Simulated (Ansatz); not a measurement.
Reaction (redistribution): `[F][Sn]([F])([Cl])[I]` + `[CH3][AlH][Br]` → `[F][Sn]([F])([Cl])[Br]` + `[CH3][AlH][I]`

Isolated molecules relaxed with PBE0-D4/def2-TZVP in Ansatz; ΔE leaves out vibrations. CBS: MP2 limit from def2 TZ/QZ plus the TZ coupled-cluster correction, frozen cores. Elements past krypton have def2 core potentials. For Br, I, Sn outer-core shells are correlated without core-valence functions, which leaves a few kJ/mol of doubt a bond. Scalar relativity is left out up to krypton.

```
                 species  CCSD(T)/CBS(def2) energy (Eh)
 `[F][Sn]([F])([Cl])[I]`                    -1170.98597
        `[CH3][AlH][Br]`                    -2855.86254
`[F][Sn]([F])([Cl])[Br]`                    -3446.86348
         `[CH3][AlH][I]`                     -579.97603
```

Task: Work out ΔE.

Result: ΔE = (-3446.86348) + (-579.97603) − (-1170.98597) − (-2855.86254) = 0.00900 Eh = +5.6 kcal/mol.

Largest T1 diagnostic among the species: 0.012.

Leaving LDA and LC-ωPBE aside and taking each functional with its dispersion term where it has one, the values, not all of them listed here, spread over 1.3 kcal/mol, from PBE-QIDH to BLYP-D4.
